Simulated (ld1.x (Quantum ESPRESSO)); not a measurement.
## Ag, ultrasoft: configuration errors across variants

ld1.x (Quantum ESPRESSO) 7.5 input, shortened:

```
&input
   title='Ag', zed=47., rel=2, dft='PBE', iswitch=3,
   config='[Kr] 4d10 5s1 5p0', rel_dist='average'
 /
 &inputp
   pseudotype=3, tm=.true., lloc=-1, rcloc=1.25,
   nlcc=.true.,
   which_augfun='PSQ', rmatch_augfun_nc=.true.
 /
6
4S  1  0   2.00   0.00  1.20  1.40  0.0
5S  2  0   1.00   0.00  1.20  1.40  0.0
4P  2  1   6.00   0.00  1.70  2.00  0.0
5P  3  1   0.00   0.00  1.70  2.00  0.0
4D  3  2  10.00   0.00  1.60  1.95  0.0
4D  3  2   0.00   0.10  1.60  1.95  0.0
 &test
   configts(1)='4s2 4p6 4d10 5s1 5p0'
 /
```

Open shells are filled in proportion to 2j + 1 (rel_dist='average').

All-electron excitation energies from the reference (eV): (1) 4s2 4p6 4d10 5s0 5p0 7.759; (2) 4s2 4p6 4d9 5s0 5p0 29.874; (3) 4s2 4p6 4d8 5s0 5p0 66.065.

The default core radius of the base comes out at 0.59 bohr.

The overlap operator is not positive definite (basis up to 400 Ry) in “base”, “core correction none”, “core correction a·sin(br)/r model core inside 0.56 bohr”, “core correction a·sin(br)/r model core inside 0.76 bohr”, “core correction a·sin(br)/r model core inside 0.98 bohr”, “core correction a·sin(br)/r model core inside 1.16 bohr”, “core correction a·sin(br)/r model core inside 1.48 bohr”, “core correction a·sin(br)/r model core inside 1.68 bohr”. Such files are unfit for use, however small their errors in these radial tests.

Errors AE − PS in meV (a dash: test not solved or not reliable):

```csv
change,(1),(2),(3),bound ghosts
base,-293,-384,-607,not determined (overlap not positive)
core correction none,-78,-119,-297,not determined (overlap not positive)
core correction a·sin(br)/r model core inside 0.56 bohr,-300,-392,-616,not determined (overlap not positive)
core correction a·sin(br)/r model core inside 0.76 bohr,-244,-321,-535,not determined (overlap not positive)
core correction a·sin(br)/r model core inside 0.98 bohr,-125,-176,-364,not determined (overlap not positive)
core correction a·sin(br)/r model core inside 1.16 bohr,-85,-128,-308,not determined (overlap not positive)
core correction a·sin(br)/r model core inside 1.48 bohr,-78,-119,-297,not determined (overlap not positive)
core correction a·sin(br)/r model core inside 1.68 bohr,-78,-119,-297,not determined (overlap not positive)
```

(1) Give the same row for: core correction a·sin(br)/r model core inside 1.36 bohr.

Answers

(1) -78, -120, -298; bound ghosts: not determined (overlap not positive). Its overlap operator is not positive definite in a basis up to 400 Ry (lowest eigenvalue s -5.34, p3/2 -0.59), so the file is unfit for use: the generalised eigenproblem breaks down once the basis is large enough, and its test numbers describe a broken file.
